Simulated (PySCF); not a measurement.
Here is a job for PySCF.
```python
from pyscf import gto, scf, dft
from pyscf.prop import polarizability

mol = gto.M(
    atom='''
N    -0.15253896   -1.70921648    0.25708827
Si    0.00000000   -0.00000000   -0.00000000
N     1.59519327    0.47038710   -0.49485137
N    -0.45300110    0.65917283    1.53982618
N    -0.98965322    0.57965654   -1.30206309
H    -0.01335237   -2.29735510   -0.54862781
H    -0.97514809   -2.01741192    0.74926880
H     2.35522297    0.15628835    0.08665975
H     1.83216145    0.30725579   -1.45981051
H    -0.35644693    1.65610039    1.64599159
H    -0.07019741    0.20471863    2.35274967
H    -0.78681595    1.50543750   -1.64220796
H    -1.98542366    0.48496636   -1.18402352
''',
    basis='6-31g',
    verbose=4,
)

mf = dft.RKS(mol)
mf.xc = 'pbe0'
mf.kernel()
alpha = mf.Polarizability().polarizability()[2, 2]
print('alpha_zz =', alpha)
```

Problem. Give the HOMO-LUMO gap at the level PySCF with PBE0/6-31G, polarisability.

Solution. 8.21 eV

Problem. What is the computed nuclear repulsion energy (PBE0/6-31G, polarisability)?

Solution. 260.7941 Eh

Problem. Predict the polarisability along z from PBE0/6-31G, polarisability.

Solution. 43.9 bohr³

Problem. Give the Mulliken (on the basis functions themselves) charges in atom order at the level PBE0/6-31G, polarisability.

Solution. N1 -0.98, Si2 1.30, N3 -0.98, N4 -0.98, N5 -0.98, H6 0.33, H7 0.33, H8 0.33, H9 0.33, H10 0.33, H11 0.33, H12 0.33, H13 0.33

Problem. Roughly what does it cost on one core?

Solution. about 13 core-seconds (a rough figure).
